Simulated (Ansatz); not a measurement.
Consider the ligand exchange at a W–O bond: `C[O][W]([F])(=[S])=[S]` + HCl → `[F][W](=[S])(=[S])[Cl]` + CH₃OH.

Program: Ansatz. Geometries: PBE0-D4/def2-TZVP. ΔE: electronic, gas phase. CBS: MP2 limit from def2 TZ/QZ plus the TZ coupled-cluster correction, frozen cores. This one scheme is used for every species. DFT in def2-TZVPP. HSE06 is defined as in plane-wave codes. def2 core potentials past Kr. For W outer-core shells are correlated without core-valence functions, which leaves a few kJ/mol of doubt a bond. One conformer a species, not always the lowest.

(1) Is it downhill or uphill in electronic energy at CCSD(T)/CBS, and by how much? (An estimate is asked.)

(2) What do these levels give: HSE06-D4, revPBE, LC-ωPBE, HF/def2-SVP, CCSD/def2-TZVPP, HF/def2-QZVPP? (An estimate is asked.)

Largest T1 diagnostic among the species: 0.022, so the coupled-cluster value is less sure than usual.

## Answers

(1) Ansatz gave: Downhill: ΔE = -5.4 kJ/mol.

(2) The calculation gave: HSE06-D4 -5.4, revPBE -6.9, LC-ωPBE 4.9, HF/def2-SVP 6.5, CCSD/def2-TZVPP 0.7, HF/def2-QZVPP 1.3 kJ/mol.

From r2SCAN to r2SCAN0 (25 % exact exchange), in def2-TZVPP and without D4, ΔE moves by −3.1 kJ/mol. Leaving LDA and LC-ωPBE aside and taking each functional with its dispersion term where it has one, the values, not all of them listed here, spread over 16.4 kJ/mol, from PBE-QIDH to CAM-B3LYP-D4. LDA lies +7.2 kJ/mol from PBE without D4. At CCSD(T), def2-SVP lies +13.4 kJ/mol from the extrapolated value and def2-TZVPP +5.1 kJ/mol.
